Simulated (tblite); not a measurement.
C5H10FPSi.
Geometry (GFN2-xTB, Å), atoms numbered from 1 in this order:
```xyz
18
C5H10FPSi angstrom
C      3.8444   -0.2583   -0.6571
C      2.4035   -0.1634   -0.6472
C      1.1985   -0.1067   -0.6363
Si    -0.6410    0.0743   -0.6706
P     -1.3351    2.2223   -0.6946
C     -1.3355   -0.6910    0.9428
C     -2.8508   -0.7056    0.9423
F     -3.3212   -1.4867   -0.0891
H      4.1587   -1.0452   -1.3426
H      4.2769    0.6882   -0.9808
H      4.2097   -0.4921    0.3425
H     -1.1698   -0.6028   -1.8596
H     -0.5920    2.5621   -1.8093
H     -0.3549    2.6853    0.1675
H     -1.0048   -0.1271    1.8150
H     -0.9712   -1.7113    1.0566
H     -3.2622   -1.1342    1.8637
H     -3.2621    0.2988    0.7851
```

Computed with GFN2-xTB (tblite): harmonic, unscaled wavenumbers at the GFN2-xTB geometry, gas phase. Errors from tens to a few hundred cm⁻¹ against measured bands are possible. Modes of hydrogen on phosphorus and silicon can be 10 to 20 % off. One conformer, not necessarily the lowest.

Harmonic wavenumbers (cm⁻¹): 27.4, 27.8, 56.1, 66.9, 74.4, 101.6, 120.9, 209.1, 218.3, 242.3, 319.6, 324.4, 425.9, 438.5, 564.1, 576.6, 614.5, 666.3, 708.4, 715.9, 778.5, 960.9, 968.4, 1013.3, 1014.5, 1081.8, 1103.9, 1147.8, 1161.1, 1205.2, 1287.3, 1332.0, 1380.8, 1445.2, 1445.5, 1454.6, 1464.4, 2213.9, 2299.4, 2311.8, 2387.5, 2919.8, 2930.6, 2993.7, 3004.7, 3005.9, 3006.7, 3011.5.

A = 1822, B = 673.2, C = 531.8 MHz; mass 148.027 u (most abundant isotopes); point group C1, symmetry number 1.

Question: Zero-point energy?

Answer: ½Σν̃ = 28415 cm⁻¹ = 81.24 kcal/mol.

Question: What is S at 298.15 K and 1 bar for an ideal gas of classical rigid rotors and harmonic oscillators?

Answer: Translation 40.91, rotation 30.58, vibration 44.86: S = 116.4 cal/(mol K).

Question: And Cp and H(298.15 K) − H(0)?

Answer: Cp = 43.15 cal/(mol K), of which vibrations give 35.20 (their classical limit is 48 R = 95.4); H(298.15 K) − H(0) = 8.50 kcal/mol without the zero-point energy, 6.13 from vibrations.

Question: How do the functions run with temperature in this model?

Answer: 
| T (K) | S (cal/(mol K)) | Cp (cal/(mol K)) | H − H(0) (kcal/mol) | G − H(0) (kcal/mol) | ln q(vib) |
| --- | --- | --- | --- | --- | --- |
| 50 | 66.1 | 18.4 | 0.66 | -2.65 | 1.80 |
| 100 | 80.9 | 24.6 | 1.74 | -6.35 | 4.33 |
| 373.15 | 126.7 | 49.4 | 11.98 | -35.31 | 14.75 |
| 500 | 142.5 | 58.5 | 18.85 | -52.41 | 18.70 |
| 750 | 168.9 | 71.5 | 35.21 | -91.44 | 25.69 |
| 1000 | 190.7 | 80.2 | 54.24 | -136.47 | 31.86 |

q(vib) and H(0) count from the zero-point level.

Question: Blend soft modes into free rotors: weight 1/[1 + (100 cm⁻¹/ν̃)⁴] for the oscillator and the rest for a rotor with moment μB/(μ + B), μ = h/(8π²ν), B = 10⁻⁴⁴ kg m². What vibrational entropy results?

Answer: 38.21 cal/(mol K) in place of 44.86, which changes −T·S at 298.15 K by +1.98 kcal/mol.

Question: Which modes carry the vibrational entropy at 298.15 K?

Answer: 27.4 cm⁻¹: 6.01; 27.8 cm⁻¹: 5.98; 56.1 cm⁻¹: 4.59; 66.9 cm⁻¹: 4.24; 74.4 cm⁻¹: 4.03; 101.6 cm⁻¹: 3.42 cal/(mol K); the other 42 give 16.58 together.

Hindered rotation and anharmonicity are outside this model. Other conformers, if any are populated, would add a mixing term that is left out. The structure is chiral; the term R ln 2 for an equal mix with its mirror image is left out.
